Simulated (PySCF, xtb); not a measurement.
H₂O₃Ti, SMILES [O]=[Ti]([OH])[OH], multiplicity 1.

GFN2-xTB in xtb 6.7.1 at its own geometry gives an orbital gap of 2.19 eV and a dipole moment of 3.01 D.

The structure is a stationary point at PBE0-D3(BJ)/def2-SVP. The multiplicity is an assumed one; other spin states were not compared. Other conformers were not sampled.

Q: What does PySCF with PBE/def2-TZVPD give? (An estimate is asked for; the answer gives what the named calculation found.)

A: gap 4.04 eV (levels -7.51 and -3.47 eV), dipole 1.05 D.
